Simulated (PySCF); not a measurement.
**[SiI3]+: from structure and modes to constants**

All numbers come from PBE0 in PySCF with Si def2-SVP, I def2-SVP with ECP28; scalar-relativistic core potentials, no spin–orbit coupling; density-fitted integrals.

The singlet minimum has D3h symmetry. Masses (u): Si 27.97693, I 126.90447.

```xyz
4
charge 1 multiplicity 1, angstrom
Si    0.0000    0.0000    0.0000
I     2.3489    0.0000    0.0000
I    -1.1745    2.0342    0.0000
I    -1.1745   -2.0342    0.0000
```

Harmonic wavenumbers (cm⁻¹): 80.7 (e', ×2), 163.8 (a2'', ×1), 189.3 (a1', ×1), 507.1 (e', ×2).

Problem. Find the principal moments of inertia and the rotational constants. What kind of rotor is it?

Solution. About the centre of mass I = 1050.3, 1050.3, 2100.6 u Å². With B = 16.8576/I this gives 0.01605, 0.01605, 0.008025 cm⁻¹. The molecule is an oblate symmetric top.

Problem. Find the vibrational entropy and heat capacity at 298.15 K.

Solution. With u = 1.43878 ω/T, each mode gives S = R[u/(eᵘ−1) − ln(1−e⁻ᵘ)] and C = R u² eᵘ/(eᵘ−1)².
```
  ω (cm⁻¹)      u  S (J/(mol K))  C (J/(mol K))
 80.7 (×2)  0.390          16.20           8.21
     163.8  0.790          10.48           7.89
     189.3  0.913           9.35           7.76
507.1 (×2)  2.447           2.68           5.16
```
The sums over all modes are S = 57.6 and C = 42.4 J/(mol K); the softest mode gives 28 % of the entropy (each member, where degenerate).

Problem. Give the standard entropy (298.15 K, 1 bar) by its translational, rotational, vibrational and spin parts, and Cp.

Solution. Sackur–Tetrode with M = 408.69 u gives 183.8; rotation with symmetry number 6 gives 123.3; vibration 57.6; spin R ln 1 = 0.0. The total is 364.7 J/(mol K), and Cp = 4 R + 42.4 = 75.7 J/(mol K).

This need not be the most stable arrangement of these atoms.
